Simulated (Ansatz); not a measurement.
`F[SiH]1C=N1` + H₂O → `O[SiH]1C=N1` + H–F  (formal hydrolysis of the Si–F bond)

Gas-phase electronic energies from Ansatz, PBE0-D4/def2-TZVP geometries. CBS: MP2 limit from def2 TZ/QZ plus the TZ coupled-cluster correction, frozen cores. This one scheme is used for every species. Functionals use def2-TZVPP. HSE06 is defined as in plane-wave codes. Each species was taken in one conformer, which may not be the lowest.

| level | ΔE (kcal/mol) |
| --- | --- |
| revPBE-D4 | 7.2 |
| PBE-QIDH | 7.1 |
| HSE06 | 7.5 |
| HF/CBS(def2) | 8.9 |

What does CCSD(T)/CBS give? (An estimate is asked.)

Ansatz gave: +7.6 kcal/mol. The listed levels differ from it by -0.4, -0.5, -0.1, 1.3 kcal/mol.

Largest T1 diagnostic among the species: 0.014.

In def2-TZVPP, CCSD(T) changes the Hartree–Fock value by −1.3 kcal/mol (the triples alone add −0.2 kcal/mol) and MP2 by −1.8 kcal/mol. Leaving LDA and LC-ωPBE aside and taking each functional with its dispersion term where it has one, the values, not all of them listed here, spread over 1.8 kcal/mol, from PBE-QIDH to B97M-V. LDA lies −1.1 kcal/mol from PBE without D4.
